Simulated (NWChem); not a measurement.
System: SiHSCl2F; SMILES F[Si](S)(Cl)Cl

The following NWChem deck was run.

```
start job
memory heap 200 mb stack 900 mb global 1100 mb
geometry units angstroms noautosym nocenter noautoz
  F     -0.024721     0.155108     1.860631
  Si    -0.007614     0.014231     0.264233
  S      0.794164    -1.855393    -0.341842
  Cl    -1.934695     0.097689    -0.412855
  Cl     1.070058     1.617402    -0.429016
  H      2.027443    -1.625106     0.163515
end
basis spherical
  * library 6-31g*
end
dft
  xc xpbe96 cpbe96
  iterations 150
end
cosmo
  do_cosmo_smd true
  solvent water
end
task dft energy
```

The geometry was optimised at B3LYP/6-31G* (spherical d). Solvent: water.

Level: PBE/6-31G* with SMD (1 M gas to 1 M solution), gas-phase geometry. Reactions with the solvent are ignored.

Q: Give the results of this calculation. (PBE/6-31G* (spherical d), SMD on the gas-phase geometry.) Quantities: solvation free energy (kcal/mol); cavity-dispersion-structure term (kcal/mol); dipole in solution (D).

A: 
```yaml
solvation free energy (kcal/mol): -0.7
cavity-dispersion-structure term (kcal/mol): 1.9
dipole in solution (D): 1.82
```
